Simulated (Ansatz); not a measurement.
Dibenzothiophene S,S-dioxide, `O=S1(=O)c2ccccc2-c2ccccc21`, 23 atoms. Hardware: 4 threads of Arm Neoverse V2 on a shared host.

Correlated methods freeze 19 core orbitals.

How many basis functions does each of these Ansatz runs have, and roughly what does it cost? PBE-D4/def2-SVP, charge 0 singlet, relaxation, 5 steps; HF/6-31G, charge 0 singlet, energy; MP2/def2-SVP, charge 0 singlet, energy, from earlier orbitals; PBE0-D4/def2-SVP, charge 1 doublet at the geometry of the charge 0 singlet, energy; PBE-D4/def2-SVP, charge 1 doublet at the geometry of the charge 0 singlet, energy, from earlier orbitals; PBE0-D4/def2-SVP, charge -1 doublet at the geometry of the charge 0 singlet, energy; RPA@PBE/def2-SVP, charge 0 singlet, energy, from earlier orbitals; r2SCAN-D4/def2-TZVP, charge 0 singlet, energy and forces, from earlier orbitals; PBE-D4/def2-SVP, charge 0 singlet, energy, from earlier orbitals; PBE-D4/def2-SVP, charge -1 doublet at the geometry of the charge 0 singlet, energy, from earlier orbitals; PBE-D4/def2-TZVP, charge 0 singlet, energy and forces, from earlier orbitals; PBE0-D4/def2-SVP, charge 0 singlet, energy, from earlier orbitals.

Other jobs shared the machine, so times can vary by a factor of up to 3. A dash marks memory too small to be measured apart from the calling script's.

```
                                                                                                      run  functions  fitting or Cholesky vectors  wall time  peak host memory (GiB)
                                                                       HF/6-31G, charge 0 singlet, energy        155                         2076        3 s                       –
                                         PBE-D4/def2-SVP, charge 0 singlet, energy, from earlier orbitals        254                         2851        6 s                       –
                                            MP2/def2-SVP, charge 0 singlet, energy, from earlier orbitals        254                         2578       12 s                       1
                                        PBE0-D4/def2-SVP, charge 0 singlet, energy, from earlier orbitals        254                         2854       12 s                     1.5
PBE-D4/def2-SVP, charge -1 doublet at the geometry of the charge 0 singlet, energy, from earlier orbitals        254                         2851       13 s                       –
 PBE-D4/def2-SVP, charge 1 doublet at the geometry of the charge 0 singlet, energy, from earlier orbitals        254                         2851       15 s                       –
                                        RPA@PBE/def2-SVP, charge 0 singlet, energy, from earlier orbitals        254                         2578       17 s                       –
                             PBE-D4/def2-TZVP, charge 0 singlet, energy and forces, from earlier orbitals        519                         3075       18 s                     1.6
                                                   PBE-D4/def2-SVP, charge 0 singlet, relaxation, 5 steps        254                         2851       23 s                       –
                       PBE0-D4/def2-SVP, charge 1 doublet at the geometry of the charge 0 singlet, energy        254                         2578       26 s                     1.5
                      PBE0-D4/def2-SVP, charge -1 doublet at the geometry of the charge 0 singlet, energy        254                         2578       26 s                     1.5
                          r2SCAN-D4/def2-TZVP, charge 0 singlet, energy and forces, from earlier orbitals        519                         3075       34 s                     1.7
```
